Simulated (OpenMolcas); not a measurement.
## O3+, S3+, Se3+, Te3+: ns² np down the group

```json
{
 "Program": "OpenMolcas",
 "Method": "SS-CASPT2, IPEA 0.25 Eh, imaginary shift 0.1 Eh",
 "Basis": "ANO-RCC-VQZP",
 "Scalar Hamiltonian": "DKH2, point nucleus",
 "Spin-orbit coupling": "state interaction with AMFI integrals over the reference wave functions, term energies averaged over their components"
}
```

Active space for each ion: 3 electrons in 4 orbitals (s p); closed shells correlated by CASPT2: O3+ 1s; S3+ 2s 2p; Se3+ 3d; Te3+ 4d.

Computed levels in cm-1 above ²P°_1/2:

```json
{"Level": "²P°_3/2", "O3+": "353", "S3+": "836", "Se3+": "3830", "Te3+": "7890"}
{"Level": "weight of ²P° in the lowest level (%)", "O3+": "100", "S3+": "100", "Se3+": "100", "Te3+": "100"}
```

Measured, with the error of the calculation in %. Measured levels: O3+ from Moore, Selected Tables of Atomic Spectra, NSRDS-NBS 3, section 10; S3+ from NIST levels in Podobedova, Kelleher and Wiese, J. Phys. Chem. Ref. Data 38, 171 (2009); Se3+ from Moore, Atomic Energy Levels, vol. II, NSRDS-NBS 35 (1971 reprint of NBS Circular 467, 1952); Te3+ from Moore, Atomic Energy Levels, vol. III, NSRDS-NBS 35 (1971 reprint of NBS Circular 467, 1958).

```tsv
Level	O3+	S3+	Se3+	Te3+
²P°_3/2	386 (-8.4)	951 (-12.1)	4376 (-12.4)	9223 (-14.5)
```

The fine-structure level ²P°_3/2 changes by a factor of 22.4 from O3+ to Te3+.

Over all roots computed the reference weight is 0.88 to 0.99 in S3+, 0.89 to 0.98 in Se3+, 0.86 to 0.94 in Te3+; the roots of lowest weight are the least certain, and an intruder state may touch them. Measured partners are found by configuration, term and J. A level has none where our copy of the source lacks it or the pairing is in doubt (some pairs that miss far off the trend of their configuration count as doubtful), and it then counts in no deviation. Only configurations of the active space appear.

° marks odd parity.
